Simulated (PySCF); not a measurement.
## How methods differ on the ionisation energy of Sn⁴⁵⁺

Sn⁴⁵⁺ [He] 2s2 2p1 [2p1/2^1, M_J = 1/2] → Sn⁴⁶⁺ [He] 2s2, as a difference of total energies. All numbers are calculated (PySCF 2.14, the two-component X2C-1e Hamiltonian, in an even-tempered Gaussian basis (17 s from 24 bohr⁻², ratio 2.4; 12 p from 31 bohr⁻², ratio 2.4; 5 d from 100 bohr⁻², ratio 2.6; 4 f from 150 bohr⁻², ratio 2.6)). Correlated levels: nothing frozen; the 32 highest virtual spinors dropped. "Screened" scales the spin-orbit matrix elements by Boettger's factors to mimic the two-electron term; Breit and QED terms are absent.

| method | ionisation energy (eV) |
| --- | --- |
| GHF (spin-free) | 7616.6 |
| GMP2 (spin-free) | 7615.8 |
| GHF (screened spin-orbit) | 7796.4 |
| GMP2 (screened spin-orbit) | 7794.8 |

For this ion Breit and QED terms and the two-electron picture change, all absent here, outweigh the correlation shift from GHF to GMP2.

The spin-free rows lack the spin-orbit shift.

For comparison: 7790 ± 4 eV (theoretical estimate listed by NIST; NIST Atomic Spectra Database, ionization energies).
